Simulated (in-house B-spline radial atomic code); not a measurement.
Values are calculated unless marked as measured or tabulated.
## Weak and strong correlation along the adiabatic connection

Two-electron singlets in several external potentials (atomic units), by full CI in B-splines with partial waves to l = 8 (correlation energies up to 0.6 % small). The repulsion is scaled by λ at fixed density; W(λ) is the mean repulsion less the Hartree energy, W(0) = E_x, and the area under W from 0 to 1 is E_xc.

Relative drop (W(λ) − E_x)/E_x:

| system | λ = 0.12 | λ = 0.25 | λ = 0.4 | λ = 0.6 | λ = 0.8 | λ = 1 |
| --- | --- | --- | --- | --- | --- | --- |
| ω²r²/2 − Z/r, ω = 0.0771, Z = 1 | 0.0256 | 0.0500 | 0.0746 | 0.1027 | 0.1264 | 0.1466 |
| −Z exp(−kr)/r, Z = 2.47, k = 0.321 | 0.0088 | 0.0178 | 0.0278 | 0.0403 | 0.0521 | 0.0631 |
| −Z/r, Z = 1.75 | 0.0131 | 0.0264 | 0.0406 | 0.0581 | 0.0740 | 0.0885 |
| −V exp(−r²/w²), V = 3.12, w = 3.08 | 0.0188 | 0.0372 | 0.0564 | 0.0790 | 0.0986 | 0.1159 |
| −Z/r, Z = 1.06 | 0.0307 | 0.0592 | 0.0873 | 0.1183 | 0.1437 | 0.1649 |
| −Z exp(−kr)/r, Z = 6.78, k = 2.95 | 0.0034 | 0.0070 | 0.0111 | 0.0164 | 0.0216 | 0.0266 |
| −V exp(−r²/w²), V = 1.76, w = 8.85 | 0.0363 | 0.0689 | 0.0998 | 0.1325 | 0.1582 | 0.1788 |

Problem. Order the systems by how far second-order (GL2) theory, half the initial slope (estimated from the first points of each curve), overshoots the correlation energy, least first.
A. −Z exp(−kr)/r, Z = 2.47, k = 0.321
B. −V exp(−r²/w²), V = 3.12, w = 3.08
C. −V exp(−r²/w²), V = 1.76, w = 8.85
D. −Z/r, Z = 1.75
E. ω²r²/2 − Z/r, ω = 0.0771, Z = 1
F. −Z/r, Z = 1.06
G. −Z exp(−kr)/r, Z = 6.78, k = 2.95

Solution. G (GL2/E_c = 1.05), A (GL2/E_c = 1.12), D (GL2/E_c = 1.18), B (GL2/E_c = 1.26), E (GL2/E_c = 1.35), F (GL2/E_c = 1.42), C (GL2/E_c = 1.53).

Problem. What else changes along this order?

Solution. The ratio follows the bend of the curve. With it the leading natural occupation goes from 1.998 to 1.891 and −T_c/E_c from 0.96 to 0.65 between the first and the last.
